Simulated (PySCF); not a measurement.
2-hydroxyethylboronic acid (C2H7BO3), SMILES B(O)(O)CCO. Atoms are numbered in the order given.

```xyz
13

O     -2.6831     0.0065     0.4850
C     -1.4465    -0.3567    -0.0739
C     -0.2757     0.4470     0.4718
B      1.1296     0.0875    -0.1566
O      2.1917     0.9485    -0.1697
O      1.3155    -1.1468    -0.6948
H     -2.6397    -0.1689     1.4306
H     -1.2395    -1.4374     0.0483
H     -1.5416    -0.1857    -1.1581
H     -0.1894     0.2681     1.5630
H     -0.4957     1.5243     0.3684
H      1.9843     1.8069     0.2091
H      2.2136    -1.2521    -1.0294
```
Charge 0, spin multiplicity 1.

Geometry: PBE0-D3(BJ)/def2-SVP. Other conformers were not sampled.

Computed with B3LYP/pcSseg-1 run with PySCF.

GIAO shieldings, no solvent; atoms listed in one row are averaged. δ = σ(ref) − σ: ¹⁷O against H2O (σ = 333.8 ppm); ¹³C against TMS (σ = 181.3 ppm); ¹¹B against BF3 (σ = 86.3 ppm); ¹H against TMS (σ = 31.68 ppm), references at their B3LYP-D3(BJ)/def2-TZVP geometries, non-relativistic.

Computed chemical shifts:
```csv
nucleus,atoms,count,δ (ppm)
¹⁷O,O5,1,134.2
¹⁷O,O6,1,120.7
¹⁷O,O1,1,57.4
¹³C,C2,1,66.2
¹³C,C3,1,27.0
¹¹B,B4,1,19.1
¹H,H8,1,4.26
¹H,H13,1,3.94
¹H,H9,1,3.82
¹H,H12,1,3.81
¹H,"H10, H11",2,1.04
¹H,H7,1,-0.42
```
